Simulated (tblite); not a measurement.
C8H9ClSi.
Structure used (GFN2-xTB), in Å, numbered top down from 1:
```
atom  x, y, z in Å
C1     3.1878   -1.6850   -0.2738
C2     1.9859   -1.6606   -0.2981
C3     0.5823   -1.6613   -0.3496
C4    -0.1530   -0.5440   -0.3465
C5    -1.5806   -0.2734   -0.4299
C6    -2.6703   -1.0265   -0.4684
C7    -1.3387    1.2157   -0.4513
C8     0.1772    0.9242   -0.2856
Si9    0.9527    1.4873    1.3576
Cl10   0.9541    3.5072    1.3941
H11    4.2360   -1.7033   -0.2498
H12    0.1055   -2.6316   -0.4119
H13   -3.6542   -0.5927   -0.5305
H14   -2.6159   -2.1017   -0.4387
H15   -1.6051    1.6921   -1.3944
H16   -1.8075    1.7704    0.3614
H17    0.7842    1.2587   -1.1305
H18    2.3261    1.0119    1.4700
H19    0.1239    1.0219    2.4684
```

All values are computed: GFN2-xTB (tblite) harmonic vibrations without scaling, gas phase. Against measured fundamentals such values can be off by several per cent, at times by over 20. Modes of hydrogen on silicon can be 10 to 20 % off. One conformer, not necessarily the lowest.

Harmonic wavenumbers (cm⁻¹): 27.7, 53.3, 76.6, 91.0, 110.4, 164.6, 233.6, 246.1, 294.5, 356.4, 423.1, 473.0, 479.5, 504.2, 527.7, 567.8, 617.9, 630.7, 659.4, 692.2, 707.9, 733.5, 773.8, 808.1, 875.7, 881.2, 925.4, 949.7, 1031.7, 1050.2, 1065.8, 1079.0, 1138.9, 1197.7, 1221.5, 1235.3, 1276.5, 1404.2, 1460.2, 1680.5, 1724.6, 2242.0, 2264.0, 2307.5, 2940.5, 2980.3, 2998.1, 3041.1, 3099.7, 3124.6, 3397.9.

A = 1169, B = 703.6, C = 464.6 MHz; mass 168.016 u (most abundant isotopes); point group C1, symmetry number 1.

Question: What is the zero-point energy?

Answer: ½Σν̃ = 29423 cm⁻¹ = 84.13 kcal/mol.

Question: What is S at 200 K and 1 bar for an ideal gas of classical rigid rotors and harmonic oscillators?

Answer: Translation 39.31, rotation 29.92, vibration 25.53: S = 94.8 cal/(mol K).

Question: And Cp and H(200 K) − H(0)?

Answer: Cp = 33.24 cal/(mol K), of which vibrations give 25.29 (their classical limit is 51 R = 101.3); H(200 K) − H(0) = 4.21 kcal/mol without the zero-point energy, 2.62 from vibrations.

Question: Blend soft modes into free rotors: weight 1/[1 + (100 cm⁻¹/ν̃)⁴] for the oscillator and the rest for a rotor with moment μB/(μ + B), μ = h/(8π²ν), B = 10⁻⁴⁴ kg m². What vibrational entropy results?

Answer: 22.80 cal/(mol K) in place of 25.53, which changes −T·S at 200 K by +0.55 kcal/mol.

Question: What must be added to the electronic energy to get the Gibbs energy at 200 K and 1 bar?

Answer: ZPE + [H(200 K) − H(0)] − T·S = 84.13 + 4.21 − 18.95 = 69.39 kcal/mol.

Question: Which modes carry the vibrational entropy at 200 K?

Answer: 27.7 cm⁻¹: 5.20; 53.3 cm⁻¹: 3.90; 76.6 cm⁻¹: 3.20; 91.0 cm⁻¹: 2.86; 110.4 cm⁻¹: 2.50; 164.6 cm⁻¹: 1.76 cal/(mol K); the other 45 give 6.11 together.

Question: How do the functions run with temperature in this model?

Answer: 
| T (K) | S (cal/(mol K)) | Cp (cal/(mol K)) | H − H(0) (kcal/mol) | G − H(0) (kcal/mol) | ln q(vib) |
| --- | --- | --- | --- | --- | --- |
| 150 | 86.1 | 27.0 | 2.70 | -10.22 | 4.60 |
| 250 | 102.8 | 39.5 | 6.03 | -19.69 | 7.90 |
| 298.15 | 110.3 | 45.2 | 8.06 | -24.82 | 9.46 |
| 400 | 125.1 | 55.6 | 13.21 | -36.82 | 12.71 |
| 600 | 150.6 | 70.0 | 25.88 | -64.45 | 18.83 |
| 900 | 181.7 | 83.1 | 49.04 | -114.47 | 27.15 |

q(vib) and H(0) count from the zero-point level.

Hindered rotation and anharmonicity are outside this model. Other conformers, if any are populated, would add a mixing term that is left out. The structure is chiral; the term R ln 2 for an equal mix with its mirror image is left out.
